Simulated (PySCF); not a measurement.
**Excitation energy of I²⁺ by level of theory**

I²⁺ [Kr] 4d10 5s2 5p3 (4S) → I²⁺ [Kr] 4d10 5s1 5p3 5d1 (6D), as a difference of total energies. Computed with PySCF 2.14 in aug-cc-pVTZ-DK3 (8s7p5d2f, 68 functions), with scalar relativity by spin-free X2C-1e. Correlated levels: valence: [Kr] 4d10 frozen. The calculations carry no spin-orbit coupling.

```json
{"method": "UHF", "excitation energy (eV)": "20.144"}
{"method": "MP2 (valence)", "excitation energy (eV)": "21.320"}
{"method": "SCS-MP2 (valence)", "excitation energy (eV)": "21.674"}
{"method": "CCSD (valence)", "excitation energy (eV)": "21.480"}
{"method": "CCSD(T) (valence)", "excitation energy (eV)": "21.527"}
```

Task: How much does correlation contribute at CCSD(T) (valence)?

Result: 21.527 − (20.144) = 1.383 eV, measured against UHF.

A first-order spin-orbit estimate (lowest level to lowest level, LS coupling) adds -0.072 eV.

The promoted electron is Rydberg-like, and one or two diffuse shells describe it only roughly, which tends to raise the upper state.
